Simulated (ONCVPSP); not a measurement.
An all-electron radial function and its pseudo partner (Be (Z = 4))

Columns: radius, all-electron u(r) and pseudo u(r) of the 2s shell (level -5.61 eV) of beryllium in the configuration [He] 2s2; PBE, scalar-relativistic, ONCV scheme, ONCVPSP 4.0.1.

| r (bohr) | all-electron | pseudo |
| --- | --- | --- |
| 0.113 | -0.2097 | 0.0402 |
| 0.225 | -0.2524 | 0.0813 |
| 0.338 | -0.2105 | 0.1244 |
| 0.450 | -0.1281 | 0.1684 |
| 0.563 | -0.0283 | 0.2131 |
| 0.675 | 0.0735 | 0.2562 |
| 0.788 | 0.1718 | 0.2977 |
| 0.900 | 0.2607 | 0.3368 |
| 1.013 | 0.3400 | 0.3751 |
| 1.125 | 0.4082 | 0.4130 |
| 1.238 | 0.4674 | 0.4521 |
| 1.350 | 0.5163 | 0.4916 |
| 1.463 | 0.5562 | 0.5306 |
| 1.575 | 0.5869 | 0.5660 |
| 1.688 | 0.6098 | 0.5960 |
| 1.800 | 0.6251 | 0.6179 |
| 1.913 | 0.6342 | 0.6313 |
| 2.025 | 0.6374 | 0.6367 |
| 2.138 | 0.6358 | 0.6357 |
| 2.250 | 0.6300 | 0.6300 |
| 2.363 | 0.6206 | 0.6206 |
| 2.475 | 0.6083 | 0.6083 |
| 2.588 | 0.5935 | 0.5935 |
| 2.700 | 0.5769 | 0.5769 |
| 2.813 | 0.5587 | 0.5587 |
| 2.925 | 0.5395 | 0.5395 |

(1) How many radial nodes do the two functions have?

(2) At about which radius was the pseudo-wave matched?

(3) Where does each function peak?

(4) Is the pseudo-wave norm-conserving?

Results:

(1) The all-electron 2s function has n − l − 1 = 1; the pseudo-wave has 0, since the states of the same l below it are removed with the core.

(2) 2.25 bohr, where the columns begin to agree (steps of 0.11 bohr).

(3) Outermost all-electron maximum near 2.02 bohr, pseudo maximum near 2.02 bohr (to the table’s step).

(4) Yes: the ONCV scheme keeps the norm inside the radius equal to the all-electron one, which fixes the energy derivative of the logarithmic derivative at the level.
